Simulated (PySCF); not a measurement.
Input for PySCF: R-HF/3-21G on HIZn (SMILES [ZnH][I]), a point of a bond scan (R = 2.067 Å).

```python
from pyscf import gto, scf, dft, mp
from pyscf.data.elements import chemcore

mol = gto.M(
    atom='''
    Zn   -0.00000000   -0.00000000   -1.52518202
    H     0.00000000    0.00000000   -3.59171792
    I     0.00000000    0.00000000    0.92097000
    ''',
    basis='3-21g',
    charge=0, spin=0, verbose=3, max_memory=1800)
mf = scf.RHF(mol)
mf.conv_tol = 1e-8
mf.max_cycle = 100
mf.kernel()
if not mf.converged:
    mf = mf.newton().run(mf.mo_coeff, mf.mo_occ)
```

Output:

```
converged SCF energy = -8656.86093600589
```

The run converged.

Cost: around 0.6 core-seconds (rough).
